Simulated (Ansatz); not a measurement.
The cluster Ti3Si3. The state is a singlet with charge 0. Geometry PBE-D4/def2-SVP; atoms count from 1.

```xyz
6

Ti    1.600   -1.538   -0.425
Ti   -1.519    0.393    0.783
Ti   -0.350   -1.576    0.772
Si   -0.206   -0.109   -1.331
Si    1.009    0.601    0.668
Si   -0.535    2.229   -0.468
```

The restricted singlet is unstable towards broken spin symmetry in Hartree–Fock (as tested in another run); at PBE0-D4/def2-TZVP this wasn't settled. No other spin state of charge 0 was run. Another isomer (triplet) lies 1.76 eV lower at PBE0-D4/def2-TZVP; other spin states weren't run for this one.

Q: Estimate the Mulliken populations from the PBE0/def2-TZVP orbitals of Ansatz.

A: 
```csv
atom,charge (e),d electrons
Ti1,0.30,2.84
Ti2,0.31,2.84
Ti3,0.07,2.94
Si4,-0.24,–
Si5,-0.24,–
Si6,-0.21,–
```
Mulliken values and Mayer orders depend strongly on the basis.

Q: And the Mayer bond orders between bonded heavy atoms (over 0.3)?

A: Ti1–Ti2 0.41 (3.86 Å); Ti1–Ti3 2.03 (2.29 Å); Ti1–Si4 0.99 (2.47 Å); Ti1–Si5 0.99 (2.47 Å); Ti2–Ti3 1.38 (2.29 Å); Ti2–Si4 0.83 (2.54 Å); Ti2–Si5 0.83 (2.54 Å); Ti2–Si6 1.26 (2.43 Å); Ti3–Si4 0.48 (2.57 Å); Ti3–Si5 0.48 (2.57 Å); Si4–Si5 0.50 (2.44 Å); Si4–Si6 0.70 (2.51 Å); Si5–Si6 0.69 (2.51 Å). Values over 0.3 also appear between atoms too far apart for a bond (Ti1–Si6 0.30 at 4.33 Å); they arise where an orbital or an unpaired electron spreads over both atoms.
